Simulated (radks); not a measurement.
Excited configurations of neutral hafnium: one electron is placed in a higher orbital outside [Xe] 4f14 5d1 6s2. The ground configuration is [Xe] 4f14 5d2 6s2. All-electron calculation, Dirac Kohn-Sham, PBE, spin-unpolarised, spherical densities, point nucleus; open shells fill j = l - 1/2 first. Program: a radial shooting solver on a logarithmic mesh with Libxc functionals. Excitation = E - E(ground); binding = E(ion) - E, where the ion is the core of charge +1; n* = 1/sqrt(2 binding) in atomic units, and the quantum defect is n - n*.

outer orbital  excitation (eV)  binding (eV)     n*  <r> (bohr)
5f5/2                    5.771         0.924  3.838       16.90
6p1/2                    1.807         4.887  1.669       4.361
6d3/2                    5.106         1.589  2.926       10.47
6f5/2                    6.047         0.647  4.585       28.40
7s1/2                    4.226         2.468  2.348       8.807
7p1/2                    4.882         1.812  2.740       11.14
7d3/2                    5.696         0.998  3.692       19.51
7f5/2                    6.222         0.472  5.367       42.38

The Delta-SCF ionisation energy is 6.695 eV (NIST Atomic Spectra Database: 6.825 eV, measured). Self-interaction in the functional shifts the binding energies and quantum defects, so they are the method's values and not measured ones. Spin polarisation and multiplet splitting are left out, so open shells lie too high by an amount that depends on their filling.

Beside tabulated values, note that spin-unpolarised runs miss the spin-polarisation part of the exchange energy of open shells.
